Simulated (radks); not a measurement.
Values are calculated unless marked as measured or tabulated.
Problem. These are the eigenvalues of the occupied orbitals of an atom or ion with whole-number occupations (hartree). Level of theory: scalar-relativistic Kohn-Sham, PBEsol, spin-unpolarised, spherical densities, finite nucleus; Fermi nuclear charge, rms radius of each element as measured or else 0.836 A^(1/3) + 0.57 fm (a radial shooting solver on a logarithmic mesh with Libxc functionals).

orbital  eigenvalue
1s        -325.5730
2s        -39.61986
2p        -34.28932
3s         -4.80846
3p         -3.24599
3d         -0.75603
4p         -0.31344

Which element is it, and in what charge state? The configuration may be excited.

Solution. Z = 29, copper, charge +1: Cu+ in [Ar] 3d9 4p1. The list shows which subshells hold electrons but not how many an open one holds; the 1s level, -325.57 hartree, gives Z - s = 25.5 by -(Z - s)^2/2, which with screening and relativity narrows Z to a few neighbours, and the depths of the outer levels then fix element, charge and occupations together.
